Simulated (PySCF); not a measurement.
# C5H9ClSi2: full NMR table

| Property | Result |
| --- | --- |
| Formula | C5H9ClSi2 |
| SMILES | CC1=C[SiH2]C=C[Si@@H]1Cl |
| InChI | InChI=1S/C5H9ClSi2/c1-5-4-7-2-3-8(5)6/h2-4,8H,7H2,1H3/t8-/m0/s1 |
| Point group of the computed structure | C1 |
| Degrees of unsaturation | 3 |
| Carbon signals | 5 |
| Proton signals | 7 |

Atoms are numbered as in `[CH3:1][C:2]1=[CH:3][SiH2:4][CH:5]=[CH:6][Si@@H:7]1[Cl:8]`. Hydrogens are named by the atom that carries them. Ha(Si4) is cis to Cl8 on the ring; Hb(Si4) is trans to Cl8 on the ring.

Non-relativistic Hamiltonian, rapidly exchanging positions averaged, no solvent model, single conformer. Geometry: GFN2-xTB; shielding tensors at PBE0/pcSseg-1 (GIAO); PySCF 2.14.

References, each an isolated molecule treated in the same way: TMS for $^{1}$H (σref 31.72) and $^{13}$C (σref 186.93) and $^{29}$Si (σref 349.16).

| carbon | δC, type | δH (multiplicity) | HMBC from (2–3 bonds) | span of the C tensor (ppm) |
| --- | --- | --- | --- | --- |
| C1 | 31.8, CH3 | 2.28 (s) | H(C3), H(Si7) | 47 |
| C2 | 166.2, C | – | H(C6), H(C3), H(Si7), Ha(Si4), Hb(Si4), H(C1) | 265 |
| C3 | 142.8, CH | 6.92 (m) | H(C5), H(Si7), Ha(Si4), Hb(Si4), H(C1) | 219 |
| C5 | 154.7, CH | 7.45 (m) | H(C6), H(C3), H(Si7), Ha(Si4), Hb(Si4) | 264 |
| C6 | 155.8, CH | 7.38 (m) | H(C5), H(Si7), Ha(Si4), Hb(Si4) | 250 |

Other nuclei:
| atoms | nucleus | environment | δ (ppm) | σ (ppm) |
| --- | --- | --- | --- | --- |
| H(Si7) | $^{1}$H | hydrogen on a silicon bonded to 2 C, Cl, in a 6-membered ring | 5.37 | 26.34 |
| Ha(Si4) | $^{1}$H | hydrogen on a silicon bonded to 2 C, in a 6-membered ring | 4.61 | 27.11 |
| Hb(Si4) | $^{1}$H | hydrogen on a silicon bonded to 2 C, in a 6-membered ring | 4.57 | 27.14 |
| Si7 | $^{29}$Si | silicon bonded to 2 C, Cl, H, in a 6-membered ring | -33.3 | 382.5 |
| Si4 | $^{29}$Si | silicon bonded to 2 C, 2 H, in a 6-membered ring | -72.3 | 421.5 |

1. Carbon types of the structure: 1 × C, 3 × CH, 1 × CH3, leaving 3 H on heteroatoms.
2. δC 166.2: fully substituted alkene carbon.
3. δC 155.8, 154.7, 142.8: alkene CH; an sp2 carbon of a C=C bond.
4. δC 31.8: allylic methyl carbon; aliphatic region, no heteroatom directly attached.
5. δH 7.45, 7.38, 6.92: hydrogen on an alkene CH; a vinylic proton, deshielded by the sp2 carbon and the C=C anisotropy.
6. δH 2.28: hydrogen on an allylic methyl carbon; allylic position.

Shifts are as computed. Against solution values, carbons near 30 ppm lie about +3 ppm off and those near 130 ppm about +5 ppm. Of 1211 compounds with measured shifts, 218 miss one by over three times the rms of a fit or turn the order of signals round; such compounds aren't used in these exercises. No couplings were computed; multiplicities are counted from neighbouring protons, with m where these are inequivalent, close in shift, in a saturated or five-membered ring or joined by F or P, and br s for small geminal =CH2 splittings.
